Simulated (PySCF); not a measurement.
TaSCl₃, SMILES [S]=[Ta]([Cl])([Cl])[Cl], multiplicity 1. Coordinates come from a PBE-D3(BJ)/def2-SVP optimisation. The spin state was assumed, not searched. The structure was generated by enumeration; whether it is a known compound was not checked. The def2 effective core potentials stand for the cores of Ta; spin–orbit coupling is left out.

Level of theory: PBE-D3(BJ)/def2-SVP (PySCF 2.14.0).

Harmonic wavenumbers (cm⁻¹): 98, 98, 117, 142, 142, 384, 402, 402, 533. Rotational constants (GHz): 1.111, 1.111, 0.9902; symmetry number 3.

Question: Work out the zero-point energy and the ideal-gas rigid-rotor harmonic-oscillator thermochemistry at 298.15 K and 1 atm.

Answer: ZPE = ½ Σ hcν = ½ × 2318 cm⁻¹ = 13.87 kJ/mol. H − E(el) = 35.95 kJ/mol. Entropy in J/(mol K): translation 180.66, rotation 116.20, vibration 80.38, total 377.23. G − E(el) = -76.52 kJ/mol. Cp = 97.15 J/(mol K). Modes under 150 cm⁻¹ make the vibrational entropy uncertain.
